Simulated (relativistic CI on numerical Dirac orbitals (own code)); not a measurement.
# Energy levels of Pd XXXI

Computed by Dirac-Coulomb-Breit CI, orbitals from a KLI potential per configuration, QED by a radiative potential, unscaled Slater integrals (own radial code, finite nucleus).

Configuration list (outside the closed core [Ne]): 3s²3p⁴, 3s3p⁵, 3s²3p³3d, 3p⁶, 3s3p⁴3d, 3p⁵3d, 3s3p³3d², 3s²3p²3d4p, 3p⁵4s, 3s3p³3d4s, 3s²3p³4s, 3p⁵4p, 3s²3p²3d², 3s²3p3d³, 3s3p²3d³, 3s²3p3d²4s, 3p⁴3d², 3p³3d³, 3p³3d²4s, 3s²3p²3d4s, 3s3p²3d²4s, 3s²3p3d4s². Double excitations out of closed p, d and f shells are left out; levels of such configurations are missing from the list, as are those of other unlisted configurations, and high levels can miss mixing partners.

The lowest level is 3s²3p⁴ ³P2, with 74 % of that term; Hund's rules for 3s²3p⁴ give ³P with J = 2, in agreement.

| No. | Configuration | Term | J | E (cm⁻¹) | % | Landé g | jj configuration (%) |
| --- | --- | --- | --- | --- | --- | --- | --- |
| 1 | 3s²3p⁴ | ³P | 2 | 0 | 74 | 1.375 | 3p3/2^2 (97) |
| 2 | 3s²3p⁴ | ¹S | 0 | 80029 | 52 |  | 3p3/2^2 (96) |
| 3 | 3s²3p⁴ | ³P | 1 | 276759 | 98 | 1.497 | 3p1/2 3p3/2^3 (98) |
| 4 | 3s²3p⁴ | ¹D | 2 | 325423 | 74 | 1.117 | 3p1/2 3p3/2^3 (97) |
| 5 | 3s²3p⁴ | ³P | 0 | 637733 | 52 |  | 3p3/2^4 (95) |
| 6 | 3s3p⁵ | ³P° | 2 | 942029 | 67 | 1.479 | 3s 3p3/2^3 (67) |
| 7 | 3p³(4S°)3d | ⁵D° | 1 | 986676 | 21 | 1.272 | 3p3/2 3d3/2 (58) |
| 8 | 3p³(2D°)3d | ³F° | 2 | 1014251 | 32 | 1.049 | 3p3/2 3d3/2 (80) |
| 9 | 3p³(4S°)3d | ⁵D° | 0 | 1029246 | 51 |  | 3p3/2 3d3/2 (86) |
| 10 | 3p³(4S°)3d | ⁵D° | 3 | 1030436 | 35 | 1.246 | 3p3/2 3d3/2 (73) |
| 11 | 3p³(4S°)3d | ⁵D° | 4 | 1085291 | 48 | 1.337 | 3p3/2 3d5/2 (89) |
| 12 | 3p³(4S°)3d | ⁵D° | 1 | 1106221 | 39 | 1.389 | 3s 3p3/2^3 (33) |
| 13 | 3p³(4S°)3d | ⁵D° | 2 | 1136984 | 39 | 1.329 | 3p3/2 3d5/2 (59) |
| 14 | 3p³(2D°)3d | ³G° | 3 | 1187964 | 31 | 1.082 | 3p3/2 3d5/2 (53) |
| 15 | 3s3p⁵ | ³P° | 0 | 1220073 | 55 |  | 3s 3p1/2 3p3/2^4 (55) |
| 16 | 3p³(4S°)3d | ³D° | 1 | 1233097 | 68 | 0.784 | 3p3/2 3d5/2 (56) |
| 17 | 3p³(2D°)3d | ³D° | 1 | 1249894 | 27 | 1.059 | 3p1/2 3p3/2^2 3d3/2 (61) |
| 18 | 3p³(2D°)3d | ³F° | 2 | 1258767 | 47 | 0.979 | 3p1/2 3p3/2^2 3d3/2 (91) |
| 19 | 3p³(2D°)3d | ¹S° | 0 | 1276159 | 52 |  | 3p1/2 3p3/2^2 3d3/2 (49) |
| 20 | 3p³(2D°)3d | ³F° | 3 | 1284930 | 58 | 1.133 | 3p1/2 3p3/2^2 3d3/2 (78) |
| 21 | 3p³(2D°)3d | ³D° | 3 | 1317293 | 64 | 1.282 | 3p1/2 3p3/2^2 3d5/2 (88) |
| 22 | 3p³(2D°)3d | ³D° | 1 | 1322708 | 54 | 0.797 | 3p1/2 3p3/2^2 3d5/2 (42) |
| 23 | 3p³(2D°)3d | ³G° | 4 | 1327506 | 65 | 1.171 | 3p1/2 3p3/2^2 3d5/2 (49) |
| 24 | 3p³(2D°)3d | ³F° | 4 | 1345229 | 43 | 1.181 | 3p1/2 3p3/2^2 3d5/2 (54) |
| 25 | 3p³(2D°)3d | ³F° | 4 | 1382106 | 52 | 1.139 | 3p1/2 3p3/2^2 3d5/2 (83) |
| 26 | 3p³(2P°)3d | ³F° | 2 | 1384322 | 45 | 0.919 | 3p1/2 3p3/2^2 3d3/2 (81) |
| 27 | 3p³(2D°)3d | ³G° | 5 | 1400171 | 99 | 1.196 | 3p1/2 3p3/2^2 3d5/2 (99) |
| 28 | 3p³(2D°)3d | ³S° | 1 | 1448489 | 30 | 1.381 | 3p1/2 3p3/2^2 3d5/2 (42) |
| 29 | 3p³(2D°)3d | ³P° | 0 | 1467372 | 47 |  | 3p1/2 3p3/2^2 3d5/2 (54) |
| 30 | 3p³(2P°)3d | ³D° | 2 | 1472731 | 43 | 1.247 | 3p1/2 3p3/2^2 3d5/2 (76) |
| 31 | 3p³(2P°)3d | ³P° | 2 | 1480891 | 40 | 1.219 | 3p1/2 3p3/2^2 3d3/2 (43) |
| 32 | 3p³(4S°)3d | ³D° | 3 | 1487251 | 64 | 1.183 | 3p1/2 3p3/2^2 3d3/2 (52) |
| 33 | 3p³(2P°)3d | ³F° | 3 | 1507047 | 39 | 1.147 | 3p1/2 3p3/2^2 3d5/2 (91) |
| 34 | 3p³(2D°)3d | ³D° | 2 | 1523457 | 37 | 1.097 | 3p1/2 3p3/2^2 3d5/2 (56) |
| 35 | 3p³(2D°)3d | ³P° | 1 | 1524685 | 50 | 1.323 | 3p1/2 3p3/2^2 3d3/2 (61) |
| 36 | 3p³(2D°)3d | ¹F° | 3 | 1549132 | 47 | 1.066 | 3p1/2 3p3/2^2 3d5/2 (42) |
| 37 | 3p³(2D°)3d | ³S° | 1 | 1574279 | 32 | 1.325 | 3p1/2 3p3/2^2 3d3/2 (49) |
| 38 | 3p³(2D°)3d | ¹P° | 1 | 1616290 | 37 | 1.007 | 3p1/2 3p3/2^2 3d5/2 (44) |
| 39 | 3p³(2D°)3d | ¹D° | 2 | 1616416 | 41 | 1.155 | 3p1/2 3p3/2^2 3d5/2 (73) |
| 40 | 3p³(2P°)3d | ³F° | 4 | 1693145 | 56 | 1.204 | 3p3/2^3 3d5/2 (94) |
| 41 | 3p³(2P°)3d | ³P° | 2 | 1714734 | 46 | 1.279 | 3p3/2^3 3d5/2 (90) |
| 42 | 3p³(2P°)3d | ³P° | 0 | 1744816 | 70 |  | 3p3/2^3 3d3/2 (67) |
| 43 | 3p³(2P°)3d | ³P° | 1 | 1759994 | 32 | 1.209 | 3p3/2^3 3d3/2 (61) |
| 44 | 3p³(2P°)3d | ³D° | 3 | 1774190 | 46 | 1.181 | 3p3/2^3 3d5/2 (92) |
| 45 | 3p³(2D°)3d | ¹D° | 2 | 1802299 | 42 | 1.039 | 3p3/2^3 3d3/2 (78) |
| 46 | 3p³(2P°)3d | ¹F° | 3 | 1802919 | 61 | 1.063 | 3p3/2^3 3d3/2 (70) |
| 47 | 3s3p⁴(3P)<4P>3d | ⁵D | 2 | 1901757 | 53 | 1.475 | 3s 3p3/2^2 3d3/2 (78) |
| 48 | 3s3p⁴(3P)<4P>3d | ⁵D | 3 | 1904217 | 60 | 1.435 | 3s 3p3/2^2 3d3/2 (61) |
| 49 | 3s3p⁴(3P)<4P>3d | ⁵D | 1 | 1918404 | 42 | 1.681 | 3s 3p3/2^2 3d3/2 (75) |
| 50 | 3s3p⁴(3P)<4P>3d | ⁵D | 4 | 1930766 | 57 | 1.426 | 3s 3p3/2^2 3d5/2 (49) |
| 51 | 3s3p⁴(3P)<4P>3d | ⁵D | 0 | 1962374 | 46 |  | 3s 3p3/2^2 3d3/2 (32) |
| 52 | 3p³(2P°)3d | ¹P° | 1 | 1964219 | 49 | 0.909 | 3p3/2^3 3d5/2 (78) |
| 53 | 3s3p⁴(1D)<2D>3d | ¹S | 0 | 1987905 | 40 |  | closed (39) |
| 54 | 3s3p⁴(3P)<4P>3d | ⁵F | 5 | 2015223 | 78 | 1.362 | 3s 3p3/2^2 3d5/2 (90) |
| 55 | 3p²(1S)3d²(3F) | ³F | 2 | 2016249 | 20 | 0.937 | 3p1/2^2 3d3/2^2 (61) |
| 56 | 3s3p⁴(3P)<4P>3d | ³F | 4 | 2028148 | 48 | 1.245 | 3s 3p3/2^2 3d3/2 (54) |
| 57 | 3s3p⁴(1S)<2S>3d | ³D | 1 | 2032860 | 33 | 1.442 | 3s 3p3/2^2 3d3/2 (58) |
| 58 | 3s3p⁴(1S)<2S>3d | ³D | 2 | 2067401 | 27 | 1.360 | 3s 3p3/2^2 3d3/2 (38) |
| 59 | 3s3p⁴(3P)<4P>3d | ⁵F | 3 | 2078887 | 30 | 1.149 | 3s 3p3/2^2 3d3/2 (37) |
| 60 | 3s3p⁴(3P)<4P>3d | ⁵F | 1 | 2096893 | 29 | 0.986 | 3s 3p3/2^2 3d3/2 (37) |
| 61 | 3s3p⁴(3P)<4P>3d | ³P | 1 | 2108313 | 29 | 0.959 | 3s 3p3/2^2 3d5/2 (36) |
| 62 | 3s3p⁴(3P)<4P>3d | ³F | 3 | 2132662 | 27 | 1.076 | 3s 3p3/2^2 3d5/2 (43) |
| 63 | 3p²(3P)3d²(3F) | ⁵G | 2 | 2133496 | 31 | 0.842 | 3s 3p3/2^2 3d3/2 (27) |
| 64 | 3s3p⁴(3P)<4P>3d | ⁵F | 4 | 2133937 | 25 | 1.211 | 3s 3p3/2^2 3d5/2 (56) |
| 65 | 3s3p⁴(3P)<4P>3d | ⁵D | 0 | 2136699 | 41 |  | 3s 3p1/2 3p3/2^3 3d3/2 (64) |
| 66 | 3s3p⁴(3P)<4P>3d | ³D | 2 | 2146517 | 17 | 1.153 | 3s 3p3/2^2 3d5/2 (43) |
| 67 | 3s3p⁴(3P)<4P>3d | ⁵P | 3 | 2150417 | 35 | 1.377 | 3s 3p3/2^2 3d5/2 (57) |
| 68 | 3s3p⁴(1D)<2D>3d | ³D | 1 | 2171759 | 35 | 0.981 | 3s 3p1/2 3p3/2^3 3d3/2 (34) |
| 69 | 3p²(3P)3d²(3P) | ⁵D | 0 | 2174631 | 35 |  | 3p1/2^2 3d3/2^2 (57) |
| 70 | 3s3p⁴3d | ³D | 3 | 2182839 | 20 | 1.195 | 3s 3p3/2^2 3d5/2 (29) |

Energies count from the lowest computed level; ° marks odd parity. Percentages are summed over parent terms; the parents shown are those of the largest component, closed shells are left out there, and <> holds an intermediate term. Filled j subshells are mostly left out of the jj labels.

The mean weight of the leading LS term, summed over parents, in these 70 levels is 46 %, and that of the leading jj configuration (from the same eigenvectors) 63 %, so jj coupling describes them better and the LS labels are nominal.

At this charge energies of transitions that change n are usually good to better than 1 %, and those within a shell (Δn = 0) to a few per cent.

LS names give the leading component of a level, which can be under half, so a name can repeat, a term be missing and a line seem to break the LS rules.
